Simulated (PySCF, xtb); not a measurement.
BH3N, SMILES B=[NH2+], charge +1.

Geometry: PBE0-D3(BJ)/def2-TZVP. The isomer is the one that the SMILES or the coordinates give; other isomers of the formula were not compared.

Method: IEF-PCM-PBE0/def2-TZVPD run with PySCF 2.14.0.

The values are the electrostatic part of the solvation free energy, E(continuum) − E(gas) at the gas-phase geometry, in a cavity of scaled van der Waals radii (PySCF's table); cavitation and dispersion terms are not included. In vacuum the orbital gap is 8.18 eV.

| solvent | ε | ΔG(elec) (kcal/mol) | gap (eV) |
|---|---|---|---|
| water | 78.36 | [?] | [?] |
| acetonitrile | 35.69 | -67.8 | 8.09 |
| cyclohexanone | 15.62 | -65.3 | 8.09 |

### Question
Fill in the missing entries. (Estimate from the structure and the level; the computed values follow.)

### Answer

- water, ΔG(elec) (kcal/mol): -68.9
- water, gap (eV): 8.09

For comparison, GFN2-xTB/ALPB(water) (xtb, at the GFN2-xTB geometry, all terms of that model) gives -71.2 kcal/mol.
